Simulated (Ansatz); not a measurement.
Saddle point of BSiH₅OF₂, singlet (SiH₄O ([OH][SiH3]) + BHF₂ ([F][BH][F]) → BSiH₃OF₂ ([F][B]([F])[O][SiH3]) + H₂; bonds formed: H2–H5; dative contacts that become bonds: B1–O6; bonds broken: B1–H2, H5–O6), PBE0-D4/def2-TZVP structure:

```
atom    x (Å)    y (Å)    z (Å)
  B1   0.0995  -1.3766   0.1362
  H2   1.2387  -1.5703  -0.6013
  F3  -0.7767  -2.3489  -0.1335
  F4   0.4315  -1.1721   1.4257
  H5   0.8027  -0.6469  -0.9093
  O6  -0.2139  -0.0637  -0.6083
 Si7  -0.3625   1.4761   0.0502
  H8   0.9090   1.8615   0.7064
  H9  -1.4783   1.4618   1.0201
 H10  -0.6498   2.3791  -1.0861
```

Energies are electronic, without zero-point energy. Barriers and step energies count from the start structure reached by relaxing down the imaginary mode; all methods use the PBE0-D4 structures, on which another method's saddle can fall below an end. Ansatz 0.2.0; basis: def2-TZVPP, with def2-QZVPP for the basis limit; cores frozen in the correlated methods. B3LYP uses VWN-RPA correlation. Extrapolation: Hartree–Fock as exp(−7.88 √X), correlation as X^−2.97.

| method | barrier (eV) | step energy (eV) |
| --- | --- | --- |
| SPW92 | 0.758 | -0.624 |
| PBE-D4 | 0.917 | -0.863 |
| BLYP-D4 | ? | -0.992 |
| r2SCAN-D4 | 1.012 | -0.917 |
| B97M-V | ? | -0.990 |
| PBE0-D4 | 1.054 | -0.859 |
| B3LYP-D4 | 1.155 | -0.967 |
| r2SCAN0-D4 | 1.113 | -0.901 |
| BHLYP-D4 | 1.327 | -0.954 |
| CAM-B3LYP-D4 | ? | -0.909 |
| wB97X-V | 1.194 | -0.869 |
| wB97M-V | 1.186 | -0.878 |
| B2PLYP | 1.189 | -0.950 |
| PBE-QIDH | 1.159 | -0.864 |
| RPA on PBE | 1.226 | -0.889 |
| HF | 1.633 | -1.149 |
| MP2 | 1.176 | -0.909 |
| CCSD | 1.300 | -0.910 |
| CCSD(T) | 1.230 | -0.892 |

Q: Fill in the withheld barriers. (An estimate is asked for; the value comes from the calculation.)

A: Computed: B97M-V 1.092; CAM-B3LYP-D4 1.189; BLYP-D4 1.060 eV. Each is the energy of the saddle less that of the start structure, by the same method.

For comparison, the barrier by CCSD(T) at an estimated basis limit (MP2 extrapolated from triple and quadruple zeta, plus CCSD(T) − MP2 in triple zeta) is 1.237 eV.

T1 diagnostic: at most 0.013.

The step is the kind of ligand exchange by which a precursor binds to a hydroxyl group, or is hydrolysed, in atomic layer deposition of oxides.

Labels in which every atom is bracketed show which atoms are joined, not bond orders.

For scale, one of the runs: CCSD(T)/def2-TZVPP, 236 basis functions, launched by `ansatz run in.yaml --threads 4 --pin off --events-out ev --progress --plain --max-ram 9574MiB`. Hardware: 4 CPU threads of an Arm Neoverse V1, shared host. Wall time 2.4 min; peak host memory 4.6 GiB.
